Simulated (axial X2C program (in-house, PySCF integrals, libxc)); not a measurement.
# Low determinants of GeF⁻ at the PBE0 level, with spin–orbit coupling

All values were computed with an axial X2C code built on PySCF integrals. Two-component (2c) means X2C with spin–orbit coupling and atomic mean-field two-electron Coulomb and Gaunt terms. Basis: Ge dyall-acv3z [10s10p8d5f1g], F dyall-av3z [7s6p3d2f] (cores contracted in-house); Gaussian nuclei, density fitting, unrestricted open shells. Masses: Ge 73.921 u, F 18.998 u.

Search at 1.850 Å (vertical energies from the lowest determinant):

| ΔE (eV) | state | electrons beyond evenly filled partner blocks | electrons in ±ω = 1/2, 3/2, 5/2, 7/2 |
| --- | --- | --- | --- |
| 0.00 | Ω = 1 | ω = -1/2, ω = 3/2 | 29 11 2 0 |
| 0.59 | Ω = 0 | none | 30 10 2 0 |
| 0.67 | Ω = 2 | ω = 1/2, ω = 3/2 | 29 11 2 0 |
| 0.76 | Ω = 0 | none | 28 12 2 0 |
| 1.59 | Ω = 1 | 2 × ω = 1/2 | 30 10 2 0 |
| 2.16 | Ω = 3 | 2 × ω = 3/2 | 28 12 2 0 |
| 4.20 | Ω = 2 | ω = -1/2, ω = 5/2 | 29 10 3 0 |

Lowest determinant, Ω = 1 (⟨Sz⟩ = 1.00, ⟨Lz⟩ = 0.00 at PBE0): Re = 1.841 Å, ωe = 510.4 cm⁻¹.

The determinant in row 2 of the search, Ω = 0 (closed shell), was followed along the bond at PBE0; measured from the minimum of the lowest determinant it gives:

Te = 0.585 eV (4722 cm⁻¹), Re = 1.829 Å, ωe = 525.4 cm⁻¹.

Q: Compare the bond of the determinant in row 2 with that of the lowest one.

A: At PBE0 its Re is 0.012 Å shorter and its force constant, which goes as ωe², is 1.06 times that of the lowest determinant. T0 ≈ Te + Δωe/2 = 4722 + (8) = 4730 cm⁻¹.

The search compares states at one distance, so a state with another bond length can lie lower; it is not exhaustive and yields mostly the lowest determinant of each block pattern, so other components and higher states of one pattern are missing. These are energies of single determinants, not of spin-adapted states; PBE0 term energies can be off by some tenths of an eV, and the functional has no current term. Open-shell Ω = 0 determinants with evenly filled partner blocks cannot be reached by this program, so the Ω shown need not be the lowest component. The lowest determinant need not be the ground state where others lie within half an eV. A closed-shell Ω = 0 row of a π² shell mixes the 0⁺ component of the triplet with ¹Σ⁺ and matches no level; 0⁺ can lie lowest. For an anion, determinants above electron detachment are held by the basis set. The highest occupied level of some functionals is positive through self-interaction error; at Hartree–Fock it is bound. Row 1 has a positive highest level at its minimum. Row 2 has a positive highest level at its minimum.
